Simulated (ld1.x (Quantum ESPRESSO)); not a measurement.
# Tm: variants of one TM potential

Base potential:

```json
{
  "Element": "thulium",
  "Generator": "ld1.x (Quantum ESPRESSO) 7.5",
  "Type": "norm-conserving Troullier–Martins (Kleinman–Bylander form)",
  "Functional": "PBEsol",
  "Relativity": "scalar-relativistic",
  "Frozen core": "[Kr] 4d10",
  "Valence charge": "23",
  "Reference configuration": "4f13 5s2 5p6 5d0 6s2 6p0",
  "Partial waves": "5p (bound): rc 2.30 bohr; 5d (bound, empty): rc 2.85 bohr; 4f (bound): rc 1.20 bohr; 5s (bound): rc 1.65 bohr",
  "Local potential": "the s channel",
  "Core correction": "Bessel-smoothed model core, default radius (core density twice the valence density)"
}
```

Occupied shells without a wave of their own: 6s. They enter only through the test configuration that unscreens the potential, and ld1.x also counts them in the model core charge.

Cutoffs, loose and tight: the cutoffs (Ry, on a coarse ladder) from which the occupation-weighted sum of valence levels, in a spherical-Bessel basis at the reference potential, stays within 10 and 1 mRy of its value at 400 Ry. They do not see the model core or the augmentation charge, which bear on the density cutoff. Test errors are all-electron minus pseudo excitation energies from the reference, over the configurations 4f13 5s2 5p6 5d0 6s1 6p0; 4f13 5s2 5p6 5d0 6s0 6p0; 4f12 5s2 5p6 5d0 6s0 6p0; 4f13 5s1 5p6 5d0 6s2 6p0; 4f13 5s2 5p6 5d0 6s0 6p1; 4f12 5s2 5p6 5d0 6s2 6p0; 4f13 5s2 5p6 5d0 6s0 6p2. A dash means not determined; rows that change the core or the reference have their own tests. The largest error is taken over the tests solved by every variant that gives reliable tests at all: 4f12 5s2 5p6 5d0 6s0 6p0; 4f12 5s2 5p6 5d0 6s2 6p0; 4f13 5s1 5p6 5d0 6s2 6p0; 4f13 5s2 5p6 5d0 6s0 6p0; 4f13 5s2 5p6 5d0 6s0 6p2; 4f13 5s2 5p6 5d0 6s1 6p0.

With those shells counted twice in exchange and correlation these files are broken, and their errors move erratically; no question is asked of them.

| change | outcome | cutoff, loose | cutoff, tight | bound ghosts | largest test error (meV) |
| --- | --- | --- | --- | --- | --- |
| base | generated, misses its reference levels by 0.25 eV | 300 Ry | over 300 Ry | none | -2378 |
| wave 5p (bound): rc 2.30 bohr becomes 5p (bound): rc 1.50 bohr | generated, misses its reference levels by 0.25 eV | 300 Ry | over 300 Ry | none | -2444 |
| wave 5p (bound): rc 2.30 bohr becomes 5p (bound): rc 1.84 bohr | generated, misses its reference levels by 0.25 eV | 300 Ry | over 300 Ry | none | -2410 |
| wave 5p (bound): rc 2.30 bohr becomes 5p (bound): rc 2.14 bohr | generated, misses its reference levels by 0.25 eV | 300 Ry | over 300 Ry | none | -2386 |
| wave 5p (bound): rc 2.30 bohr becomes 5p (bound): rc 2.42 bohr | generated, misses its reference levels by 0.25 eV | 300 Ry | over 300 Ry | none | -2375 |
| wave 5p (bound): rc 2.30 bohr becomes 5p (bound): rc 2.74 bohr | generated, misses its reference levels by 0.25 eV | 300 Ry | over 300 Ry | none | -2377 |
| wave 5p (bound): rc 2.30 bohr becomes 5p (bound): rc 3.18 bohr | generated, misses its reference levels by 0.25 eV | 300 Ry | over 300 Ry | none | -2393 |
| wave 5p (bound): rc 2.30 bohr becomes 5p (bound): rc 3.34 bohr | generated, misses its reference levels by 0.25 eV | 300 Ry | over 300 Ry | none | -2404 |

Reading the sweep of the p radius (base included, trends over the rows without a ghost): The loose cutoff stays near 300 Ry. The median size of the test errors (rows with all tests solved) stays near 713.7 meV.
